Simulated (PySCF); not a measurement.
Geometries of 3 isomers of C4H9BN2, from PBE0-D3(BJ)/def2-SVP geometry optimisation, gas phase in PySCF 2.14.0. One conformer each, no zero-point energy, no frequencies.

Question: Which is lowest in electronic energy at this level?
A.
```xyz
16
angstrom
C      2.593    0.897   -0.678
C      1.986   -0.123   -0.057
B      0.452   -0.169    0.231
N     -0.434    0.945    0.290
C     -1.737    0.509    0.755
C     -1.734   -1.001    0.464
N     -0.324   -1.340    0.463
H      2.029    1.773   -1.018
H      3.668    0.906   -0.890
H      2.608   -0.979    0.238
H     -0.158    1.900    0.465
H     -2.572    1.016    0.243
H     -1.864    0.687    1.841
H     -2.313   -1.560    1.218
H     -2.203   -1.201   -0.520
H     -0.053   -2.285    0.235
```
B.
```xyz
16
angstrom
C      2.056   -0.935   -0.960
C      1.695    0.300   -0.593
B      0.261    0.795   -0.101
C      0.278    1.415    1.357
N      0.244    1.834    2.439
N     -0.729   -0.480   -0.017
C     -2.106   -0.197    0.412
H      1.367   -1.792   -0.945
H      3.069   -1.178   -1.298
H      2.474    1.073   -0.641
H     -0.266    1.577   -0.884
H     -0.295   -1.166    0.607
H     -0.722   -0.908   -0.946
H     -2.548    0.528   -0.282
H     -2.712   -1.113    0.434
H     -2.075    0.256    1.411
```
C.
```xyz
16
angstrom
C      3.120   -0.435   -0.012
C      1.728   -0.093   -0.253
C      0.560    0.192   -0.454
B     -0.920    0.552   -0.725
N     -1.297    0.906   -2.045
N     -1.858    0.526    0.337
C     -1.605    0.171    1.705
H      3.660    0.405    0.454
H      3.639   -0.686   -0.950
H      3.207   -1.302    0.662
H     -0.630    0.919   -2.800
H     -2.236    1.157   -2.318
H     -2.824    0.753    0.136
H     -1.897    0.972    2.409
H     -0.529   -0.010    1.839
H     -2.136   -0.749    2.013
```

Answer: A. That is `C=CB1NCCN1`, 14.0 kcal/mol below the next.

| SMILES | atoms numbered as above | E (Eh) | relative (kcal/mol) | relative (kJ/mol) | dipole (D) |
| --- | --- | --- | --- | --- | --- |
| C=CB1NCCN1 | [CH2:1]=[CH:2][B:3]1[NH:4][CH2:5][CH2:6][NH:7]1 | -291.70164 | 0.0 | 0.0 | 0.91 |
| CC#CB(N)NC | [CH3:1][C:2]#[C:3][B:4]([NH2:5])[NH:6][CH3:7] | -291.67931 | 14.0 | 58.6 | 0.67 |
| C=C[B@H-](C#N)[NH2+]C | [CH2:1]=[CH:2][B@H-:3]([C:4]#[N:5])[NH2+:6][CH3:7] | -291.63312 | 43.0 | 179.9 | 6.73 |
